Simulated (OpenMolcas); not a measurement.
# Hf: effect of the basis set

| Quantity | Value |
| --- | --- |
| Program | OpenMolcas |
| Method | CASSCF |
| Active space | 4 electrons in 6 orbitals (5d 6s) |
| State averaging | 2S+1 = 3 even, 55 roots; 2S+1 = 5 even, 10 roots kept (CI in the orbitals of an earlier block); 2S+1 = 1 even, 50 roots kept (CI in the orbitals of an earlier block) |
| Spin-orbit coupling | state interaction with AMFI integrals over the reference wave functions, term energies averaged over their components |

A. ANO-R1 [7s5p4d2f], X2C, finite nucleus; cost of the order of 50 core-seconds
B. ANO-R2 [8s6p5d3f1g], X2C, finite nucleus; cost of the order of 90 core-seconds
C. ANO-RCC-VTZP [8s7p5d3f2g1h], DKH2, point nucleus; cost roughly 40 core-seconds
D. ANO-R3 [9s7p7d4f3g1h], X2C, finite nucleus; cost roughly 80 core-seconds
E. ANO-RCC-VQZP [9s8p6d4f3g2h], DKH2, point nucleus; cost of the order of 80 core-seconds

Energies in cm⁻¹ above 5d² 6s² ³F₂, the measured ground level; measured values from NIST Handbook of Basic Atomic Spectroscopic Data.

```csv
Level,A,B,C,D,E,Measured
5d² 6s² ³F₂,0.0,0.0,0.0,0.0,0.0,0.0
5d² 6s² ³F₃,2136,2149,2190,2159,2154,2357
5d² 6s² ³P₀,3691,3749,3898,3831,3862,5522
5d² 6s² ³F₄,4201,4226,4309,4247,4242,4568
5d² 6s² ³P₁,4508,4569,4732,4654,4681,6573
5d² 6s² ³P₂ [70 %],4619,4671,4815,4738,4766,
5d³ 6s ⁵F₁,7693,7545,7564,7466,7465,
5d³ 6s ⁵F₃,9354,9216,9267,9145,9141,
5d³ 6s ⁵F₄,10532,10407,10482,10343,10339,
5d² 6s² ¹G₄,10868,10903,11098,10935,10999,10533
5d³ 6s ⁵F₅,11855,11729,11825,11667,11662,
5d³ 6s ⁵P₁,16844,16726,16900,16668,16733,
5d³ 6s ⁵P₂,17324,17209,17390,17152,17217,
5d³ 6s ⁵P₃,18353,18243,18446,18192,18255,
5d³ 6s ³G₃,20496,20351,20504,20235,20314,
5d³ 6s ³G₄,20830,20687,20849,20574,20655,
5d³ 6s ³G₅ [72 %],21715,21577,21757,21468,21551,
5d³ 6s ³D₁,23403,23267,23467,23154,23265,
5d³ 6s ³H₄,23960,23824,24033,23713,23813,
5d³ 6s ³F₃(1) [51 %],24619,24435,24510,24230,24295,
5d³ 6s ³H₆,24990,24860,25091,24755,24857,
5d³ 6s ³H₅,25042,24918,25156,24819,24914,
5d³ 6s ³D₃ [53 %],26360,26197,26363,26035,26118,
5d³ 6s ³F₄(1),27025,26793,26795,26513,26556,
```

Deviations, from unrounded energies. A percentage is the sum of absolute deviations over the sum of measured energies, with the sign that they share, or ± where signs differ.

```
                        Against measurement  Levels      A      B      C      D      E
             mean absolute deviation (cm-1)       5    960    940    890    910    910
      fine structure of the ground term (%)       2   -8.5   -7.9   -6.1   -7.5   -7.6
other terms of the ground configuration (%)       3  ±18.7  ±18.3  ±17.8  ±17.7  ±17.8
```

B, C, D, E lie about equally close to measurement and A furthest from it. The largest miss of C in the table is 5d² 6s² ³P₁, by -1800 cm-1. The ranking rests on the paired levels alone, and a cruder setting can come out closer through cancelling errors.

Among A to E the level of the table that moves most is 5d³ 6s ³F₄(1), by 510 cm-1 (lowest in D, highest in A).

Without dynamic correlation excited terms often stand tens of per cent too high (terms of higher spin than the ground term too low), and those without a measured partner can miss by more than the paired ones. Terms from blocks run as CI alone lack orbitals of their own. A single d shell beside an s shell can misplace configurations of different d count against each other. Computed and measured levels are paired by configuration, term and J; levels that our copy of the source lacks, or whose pairing is in doubt (as where it misses far off the trend of its configuration), stay unpaired and out of the deviations. Only configurations of the active space appear. The table leaves out levels that lie high or whose names do not pair safely across all columns.

A share in square brackets marks a mixed level and gives the weight of the term that names it, the lowest over the columns. A number in round brackets counts repeated terms of one configuration in the order of the reference energies.
